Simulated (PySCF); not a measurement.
Where the electron goes

Species: C5H8FNO.
Z-matrix (Å and degrees, GFN2-xTB geometry), rows numbered from 1:
```
C 
C   1  1.5147
O   2  1.2078  1  123.59
N   2  1.3678  1  111.87  3   179.96
C   4  1.3945  2  128.98  1   180.00
C   5  1.4911  4  119.25  2    -0.13
C   5  1.3321  4  119.28  2   179.82
F   7  1.3604  5  121.16  4     0.11
H   1  1.0881  2  110.22  3   120.09
H   1  1.0860  2  109.18  3     0.08
H   1  1.0881  2  110.20  3  -119.90
H   4  1.0119  2  117.08  1    -0.05
H   6  1.0877  5  110.15  4    58.75
H   6  1.0859  5  110.18  4   179.81
H   6  1.0878  5  110.18  4   -59.16
H   7  1.0746  5  126.12  4  -179.98
```

Level of theory: TDDFT PBE0/def2-SVPD, vertical, gas phase, core orbitals frozen in the response (PySCF).

Kohn–Sham orbitals with the atoms that hold most of them (Löwdin shares over 4%, at most four atoms; ? is withheld):

| orbital | ε (eV) | atoms |
| --- | --- | --- |
| LUMO+2 | 1.12 | C6 18%, C7 13%, H16 12%, H14 12% |
| LUMO+1 | 0.41 | C1 18%, C2 12%, C7 12%, H12 12% |
| LUMO | -0.21 | C2 25%, O3 20%, C7 16%, C5 12% |
| HOMO | ? | ? |
| HOMO-1 | -7.65 | ? |
| HOMO-2 | -9.40 | O3 31%, N4 24%, C5 13%, C2 10% |
| HOMO-3 | -10.80 | C1 18%, O3 16%, C2 12%, N4 12% |

(1) Which atoms hold the HOMO, and with what shares?

(2) Give the leading atoms of the HOMO-1.

(3) What is the HOMO energy, and the HOMO–LUMO gap?

Results:

(1) C7 (bonded to C, F and H) 30%; C5 (bonded to 2 C and N) 20%; N4 (bonded to 2 C and H) 18%; F8 (bonded to C) 10%. By element: carbon 50% or more, nitrogen 18%, fluorine 10%.

(2) O3 (bonded to C) 67%; C1 (bonded to C and 3 H) 10%; C2 (bonded to C, N and O) 9%; N4 (bonded to 2 C and H) 6%. By element: oxygen 67%, carbon 19% or more, nitrogen 6%.

(3) ε(HOMO) = -6.54 eV; the gap is 6.33 eV (0.2325 hartree).

Task: How does S1 compare with the orbital gap of 6.33 eV?

Result: S1 is at 5.41 eV (f = 0.0009), 0.92 eV below the gap, made of HOMO-1→LUMO (93%). Its leading pair isn't HOMO and LUMO; the energies of that pair differ by 7.44 eV. Without the coupling terms of the response equations the lowest excitation would equal the gap.

Task: Give energy, strength and leading configuration of S1, S2, S3 and S6, and follow the Löwdin shares of the leading atoms from the occupied to the empty orbital.

Result: 
- S1 (5.41 eV, f 0.0009), HOMO-1→LUMO (93%): O3 67% → 20%, C1 10% → at most 12%, C2 9% → 25%
- S2 (5.76 eV, f 0.362), HOMO→LUMO (94%): C7 30% → 16%, C5 20% → 12%, C2 at most 11% → 25%, O3 at most 11% → 20%
- S3 (5.79 eV, f 0.0022), HOMO→LUMO+1 (95%): C7 30% → 12%, C5 20% → at most 12%, C1 at most 11% → 18%, C2 at most 11% → 12%
- S6 (6.97 eV, f 0.053), HOMO-1→LUMO+1 (91%): O3 67% → at most 12%, C1 10% → 18%, C2 9% → 12%

Rough CPU time on one thread of a shared machine: about 1.6 min.

One conformer stands for the species.
